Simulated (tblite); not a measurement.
A geometry optimisation, step by step.

Compound: C3H6OSi.
Numbering: `[OH:1][Si@@H:2]1[CH:3]=[CH:4][CH2:5]1` (hydrogens: H6 on O1; H7 on Si2; H8 on C3; H9 on C4; H10, H11 on C5)

Computed with GFN2-xTB (tblite), gas phase: L-BFGS steps from a force-field or distance-geometry start until the largest atomic force falls under 0.01 eV/Å. 10 of its 47 geometries are shown.

Step 0: E = -414.6884 eV, largest atomic force 1.666 eV/Å
```
atom  x, y, z in Å  |  force x, y, z in eV/Å
O1      2.132   -0.702    0.355   -0.684   0.261  -0.169
Si2     0.741   -0.551   -0.553    1.494  -0.680  -0.283
C3      0.040    1.152   -0.509   -0.813   1.273   0.182
C4     -1.078    0.843    0.186    1.028  -0.867  -0.423
C5     -0.894   -0.689    0.379   -0.715   0.289   0.069
H6      2.182   -0.101    1.113    0.072  -0.439  -0.457
H7      0.825   -1.167   -1.892    0.259  -0.021   0.507
H8      0.394    2.104   -0.912   -0.510  -0.132   0.314
H9     -1.897    1.467    0.535    0.257  -0.311  -0.124
H10    -0.802   -1.036    1.409   -0.345   0.206  -0.005
H11    -1.637   -1.316   -0.138   -0.044   0.419   0.390
```

Step 5: E = -414.9061 eV, largest atomic force 0.460 eV/Å
```
atom  x, y, z in Å  |  force x, y, z in eV/Å
O1      2.116   -0.721    0.326    0.171  -0.064  -0.028
Si2     0.777   -0.529   -0.577    0.084  -0.277   0.040
C3      0.039    1.183   -0.519    0.005   0.163  -0.058
C4     -1.034    0.791    0.167    0.021   0.236  -0.050
C5     -0.886   -0.686    0.370   -0.081  -0.086   0.017
H6      2.203   -0.143    1.083    0.111  -0.116   0.000
H7      0.898   -1.205   -1.843    0.233  -0.208  -0.109
H8      0.297    2.165   -0.871   -0.141   0.172   0.022
H9     -1.847    1.391    0.513   -0.391   0.176   0.167
H10    -0.870   -0.987    1.416    0.075   0.042   0.119
H11    -1.687   -1.255   -0.092   -0.088  -0.037  -0.120
```

Step 10: E = -414.9516 eV, largest atomic force 0.327 eV/Å
```
atom  x, y, z in Å  |  force x, y, z in eV/Å
O1      2.144   -0.743    0.302   -0.066   0.001  -0.091
Si2     0.784   -0.548   -0.580   -0.186   0.269  -0.010
C3      0.030    1.200   -0.524   -0.067  -0.041   0.029
C4     -1.045    0.812    0.165   -0.069  -0.004   0.000
C5     -0.901   -0.672    0.370    0.089  -0.059  -0.022
H6      2.240   -0.189    1.075    0.096  -0.107   0.001
H7      0.979   -1.261   -1.835    0.083   0.009   0.183
H8      0.240    2.211   -0.855    0.024  -0.173   0.002
H9     -1.883    1.389    0.527    0.018   0.063  -0.027
H10    -0.874   -0.959    1.425    0.008   0.015  -0.091
H11    -1.709   -1.238   -0.097    0.069   0.027   0.025
```

Step 15: E = -414.9739 eV, largest atomic force 0.111 eV/Å
```
atom  x, y, z in Å  |  force x, y, z in eV/Å
O1      2.140   -0.747    0.267    0.045   0.015  -0.007
Si2     0.770   -0.517   -0.584    0.034  -0.023   0.044
C3      0.001    1.209   -0.520   -0.023   0.061  -0.028
C4     -1.073    0.820    0.168   -0.003  -0.004  -0.004
C5     -0.904   -0.663    0.365   -0.074   0.038   0.024
H6      2.289   -0.249    1.068    0.036  -0.055   0.024
H7      1.043   -1.287   -1.782   -0.037   0.024   0.000
H8      0.221    2.209   -0.854    0.025   0.090  -0.060
H9     -1.906    1.408    0.530    0.023  -0.036  -0.020
H10    -0.868   -0.948    1.417   -0.011  -0.050   0.023
H11    -1.706   -1.233   -0.100   -0.016  -0.063   0.002
```

Step 20: E = -414.9776 eV, largest atomic force 0.075 eV/Å
```
atom  x, y, z in Å  |  force x, y, z in eV/Å
O1      2.150   -0.743    0.258    0.003   0.014  -0.001
Si2     0.769   -0.508   -0.574    0.041  -0.009  -0.013
C3     -0.006    1.220   -0.526    0.027  -0.031   0.006
C4     -1.078    0.824    0.165    0.003   0.004  -0.011
C5     -0.912   -0.659    0.368    0.065  -0.034  -0.014
H6      2.309   -0.277    1.075    0.018  -0.038   0.017
H7      1.042   -1.283   -1.771   -0.041   0.031   0.001
H8      0.220    2.220   -0.866   -0.044  -0.037   0.007
H9     -1.910    1.407    0.526   -0.061   0.030  -0.001
H10    -0.873   -0.955    1.417   -0.023   0.038   0.017
H11    -1.705   -1.243   -0.097    0.013   0.033  -0.008
```

Step 26: E = -414.9820 eV, largest atomic force 0.069 eV/Å
```
atom  x, y, z in Å  |  force x, y, z in eV/Å
O1      2.178   -0.735    0.246    0.004  -0.035  -0.015
Si2     0.783   -0.496   -0.559   -0.059   0.024   0.027
C3     -0.012    1.222   -0.526   -0.006   0.011   0.011
C4     -1.087    0.825    0.159    0.004   0.003   0.003
C5     -0.904   -0.655    0.374   -0.023   0.032   0.031
H6      2.346   -0.338    1.097   -0.023  -0.002  -0.005
H7      1.018   -1.264   -1.767    0.012   0.006  -0.016
H8      0.194    2.220   -0.882    0.005   0.003   0.005
H9     -1.931    1.405    0.507    0.024  -0.044  -0.044
H10    -0.889   -0.941    1.427    0.017   0.009   0.003
H11    -1.691   -1.240   -0.102    0.044  -0.009   0.000
```

Step 31: E = -414.9834 eV, largest atomic force 0.065 eV/Å
```
atom  x, y, z in Å  |  force x, y, z in eV/Å
O1      2.181   -0.742    0.240   -0.003  -0.006   0.035
Si2     0.781   -0.492   -0.551    0.058  -0.006  -0.029
C3     -0.011    1.226   -0.523   -0.004   0.009   0.003
C4     -1.088    0.826    0.157   -0.019  -0.005  -0.006
C5     -0.900   -0.650    0.384    0.022  -0.016  -0.015
H6      2.347   -0.359    1.098   -0.011  -0.017  -0.030
H7      1.011   -1.250   -1.768   -0.001   0.009  -0.002
H8      0.188    2.222   -0.886    0.013   0.015   0.001
H9     -1.940    1.398    0.489   -0.038   0.028   0.000
H10    -0.889   -0.933    1.437    0.001   0.005   0.009
H11    -1.674   -1.243   -0.102   -0.018  -0.016   0.032
```

Step 36: E = -414.9844 eV, largest atomic force 0.040 eV/Å
```
atom  x, y, z in Å  |  force x, y, z in eV/Å
O1      2.185   -0.755    0.238   -0.009   0.005  -0.001
Si2     0.787   -0.485   -0.551   -0.037  -0.002   0.008
C3     -0.013    1.232   -0.519    0.010  -0.010  -0.005
C4     -1.094    0.826    0.152    0.008   0.002  -0.014
C5     -0.895   -0.648    0.388   -0.016   0.003  -0.005
H6      2.348   -0.378    1.099    0.014  -0.003   0.019
H7      1.008   -1.239   -1.770    0.000   0.014  -0.006
H8      0.186    2.227   -0.886   -0.007  -0.007   0.018
H9     -1.954    1.396    0.472    0.014  -0.016  -0.010
H10    -0.887   -0.923    1.443    0.033   0.021  -0.010
H11    -1.666   -1.251   -0.091   -0.011  -0.007   0.006
```

Step 41: E = -414.9855 eV, largest atomic force 0.037 eV/Å
```
atom  x, y, z in Å  |  force x, y, z in eV/Å
O1      2.181   -0.768    0.240   -0.008   0.024   0.006
Si2     0.786   -0.481   -0.550    0.026  -0.026   0.002
C3     -0.011    1.235   -0.516   -0.007   0.001  -0.007
C4     -1.099    0.824    0.139   -0.009  -0.009   0.001
C5     -0.894   -0.646    0.388    0.008  -0.007  -0.001
H6      2.350   -0.400    1.105   -0.005  -0.015  -0.018
H7      1.004   -1.217   -1.782    0.004   0.005   0.005
H8      0.186    2.233   -0.876    0.011   0.009   0.000
H9     -1.967    1.388    0.446   -0.014   0.010   0.003
H10    -0.865   -0.900    1.448    0.000  -0.003   0.005
H11    -1.665   -1.265   -0.069   -0.006   0.010   0.005
```

Step 46: E = -414.9856 eV, largest atomic force 0.009 eV/Å
```
atom  x, y, z in Å  |  force x, y, z in eV/Å
O1      2.183   -0.765    0.238    0.003   0.001  -0.008
Si2     0.787   -0.481   -0.549   -0.004   0.003  -0.007
C3     -0.014    1.235   -0.518    0.008  -0.003   0.002
C4     -1.101    0.824    0.138    0.005   0.005   0.002
C5     -0.893   -0.646    0.388   -0.004   0.001   0.001
H6      2.353   -0.408    1.106   -0.004   0.002   0.008
H7      1.006   -1.216   -1.780    0.002   0.002   0.000
H8      0.186    2.233   -0.876   -0.002  -0.005   0.000
H9     -1.970    1.389    0.445   -0.001  -0.003  -0.001
H10    -0.865   -0.899    1.449    0.000   0.002   0.001
H11    -1.666   -1.264   -0.067   -0.003  -0.004   0.001
```

**Question.** Summarise the path.

**Answer.** The energy falls by 28.68 kJ/mol from step 0 to step 46; nine tenths of that is first reached at step 11. It falls at every step. The largest force goes from 1.666 to 0.009 eV/Å. Among the bonds Si2–C3 changes most, from 1.842 to 1.894 Å; the atoms move by 0.173 Å rms after alignment.

What follows is the cost of the whole relaxation. The run took 0.2 s on Arm Neoverse V1, one thread, on a shared host.
